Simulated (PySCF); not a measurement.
## Relaxation of singlet Au₂Cl⁺

All numbers come from PySCF, PBE0, basis Cl def2-TZVP, Au def2-TZVP with ECP60 (scalar-relativistic core potentials, no spin–orbit coupling, density fitting). A (50,194) grid was used.

A hand-made bent start, of C2v symmetry, held to at least that symmetry:

```xyz
3
charge 1 multiplicity 1, angstrom
Cl    0.0000    0.0000   -1.1513
Au    1.7902    0.0000    0.1022
Au   -1.7902    0.0000    0.1022
```

Task: What does it relax to?

Result: It ends at C2v with Cl–Au 2.298 Å (×2); Au–Cl–Au 100.2°. No frequency check is given, so it may be a saddle point. Other isomers or separated fragments may lie lower.

Task: How much energy is released, and in how many steps?

Result: 14.2 kJ/mol in 36 steps.

Stability towards spin polarisation was not tested. Spin–orbit coupling, left out here, can matter for elements this heavy.

The relaxation took 3.6 min on 2 threads of a shared Arm Neoverse V1 host, with 117 basis functions and 69 gradients; the process peaked at 0.6 GiB.
